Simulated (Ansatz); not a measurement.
Correlation energies of C2H5BrOSi (`C=CO[SiH2]Br`) by basis set

Cartesian coordinates in Å:
```
C -0.476 -2.064 -0.105
C 0.138 -0.893 -0.099
O -0.534 0.280 -0.252
Si 0.100 1.780 -0.070
Br 0.565 2.195 2.056
H -1.550 -2.136 -0.220
H 0.102 -2.970 0.007
H 1.217 -0.806 0.020
H 1.376 1.895 -0.812
H -0.938 2.720 -0.527
```

Charge 0, multiplicity 1. Correlated methods include outer-core shells of Br, which these sets cover unevenly. Scalar relativity is left out up to krypton. All single points use the PBE0-D4/def2-TZVP geometry. It is one conformer, not always the lowest. Frozen core, restricted reference, Ansatz.

```
     basis      HF (Eh)  MP2 corr.  CCSD corr.       (T)  CCSD(T) total
  def2-SVP  -3014.39435   -0.77070    -0.81173  -0.02270    -3015.22878
def2-TZVPP  -3015.00152   -0.94892    -0.98503  -0.03890    -3016.02545
def2-QZVPP  -3015.06745   -1.31666           –         –              –
```
